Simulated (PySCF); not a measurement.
Species: C₄H₉ClOSi₂.
Numbering: `[CH2:1]=[C:2]1[SiH2:3][O:4][CH2:5][Si@:6]1([CH3:7])[Cl:8]`

NICS is the negative of the GIAO shielding at a point without a nucleus: at the ring centre (0) and 1 Å above and below it (1); zz is the component along the ring normal. Level: GIAO PBE0/pcSseg-1 (PySCF, non-relativistic, gas phase) on the GFN2-xTB geometry, one conformer.

Ring bond lengths (Å), with Mayer bond orders in brackets: C2–Si3 1.898 (0.84), Si3–O4 1.625 (0.98), O4–C5 1.413 (0.85), C5–Si6 1.925 (0.90), Si6–C2 1.889 (0.83).

Question: What do the NICS probes read (ppm)?

Answer: 
| ring | type | NICS(0) | NICS(1), two faces | NICS(1)zz, two faces | rms pucker (Å) | centre to ring atoms, mean (Å) |
| --- | --- | --- | --- | --- | --- | --- |
| C2–Si3–O4–C5–Si6 | 5-membered ring with O and 2 Si; formal bonds all single | -1.9 | -1.4 / -2.2 | 0.1 / -1.5 | 0.05 | 1.48 |

Question: What do they say, and how far can they be read as aromaticity?

Answer: 
- C2–Si3–O4–C5–Si6: mean NICS(1)zz -0.7 ppm, near zero. Si3, C5, Si6 have four or more neighbours, so the value isn't read as a sign of a π ring current.

Question: How shielded are the nuclei of the rings and their hydrogens (means over atoms taken as equivalent)?

Answer: 
```
   atoms                      environment  σ isotropic (ppm)  principal values of the symmetric part, first atom (ppm)
      C2  fully substituted alkene carbon               30.6                                       -64.8, -11.3, 167.9
     Si3             oxygen-bound silicon              365.8                                       315.3, 331.6, 450.6
      O4               silyl ether oxygen              336.7                                       271.2, 331.3, 407.5
      C5       sp3 carbon bound to oxygen              121.1                                        85.8, 108.1, 169.2
     Si6           chlorine-bound silicon              333.7                                       314.8, 339.1, 347.2
H on Si3                    Si–H hydrogen              26.55                                          23.0, 24.5, 32.1
H on Si3                    Si–H hydrogen              26.43                                          23.2, 24.4, 31.7
 H on C5               methylene hydrogen              27.45                                          22.9, 27.6, 31.9
 H on C5               methylene hydrogen              27.53                                          22.7, 27.7, 32.1
```

Hardware: an Arm Neoverse V2 with one thread, no GPU, shared host. Cost: 37 s, 0.92 GiB resident at most. This is the whole shielding run at PBE0/pcSseg-1, SCF included.
